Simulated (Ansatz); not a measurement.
C₄H₆F₂O, SMILES `F[C@@H]1CC[C@H](F)O1`. Total charge 0; spin multiplicity 1. The structure was optimised at the PBE0-D4/def2-TZVP level.

```xyz
13

F    -1.489   -1.425   -1.094
C    -0.538   -0.434   -1.128
C    -0.857    0.643   -0.094
C     0.425    0.745    0.729
C     1.053   -0.612    0.499
F     0.534   -1.524    1.395
O     0.708   -0.968   -0.795
H    -0.490   -0.094   -2.165
H    -1.696    0.295    0.509
H    -1.141    1.584   -0.563
H     0.260    0.940    1.788
H     1.092    1.514    0.333
H     2.139   -0.663    0.587
```

What is the dipole moment at B3LYP/def2-TZVPP? (Estimate.)

The calculation gave: 3.63 D, with components (0.79, 3.55, -0.01) D in this frame, pointing from negative to positive charge.

And with PBE, r2SCAN, ωB97M-V? (Best estimate.)

Computed: PBE 3.39 D, r2SCAN 3.53 D, ωB97M-V 3.62 D.

Give the Mulliken charges with B3LYP, ωB97M-V, r2SCAN in def2-TZVPP. (An estimate is asked.)

Ansatz gave: 
```tsv
atom	B3LYP	ωB97M-V	r2SCAN
F1	-0.22	-0.21	-0.22
C2	0.26	0.23	0.29
C3	-0.17	-0.21	-0.08
C4	-0.14	-0.19	-0.07
C5	0.26	0.22	0.31
F6	-0.23	-0.22	-0.23
O7	-0.27	-0.25	-0.28
H8	0.08	0.09	0.03
H9	0.10	0.12	0.07
H10	0.08	0.10	0.04
H11	0.09	0.11	0.05
H12	0.08	0.11	0.04
H13	0.09	0.10	0.04
```

B3LYP here is the variant with VWN-RPA as its local correlation; programs differ in this.
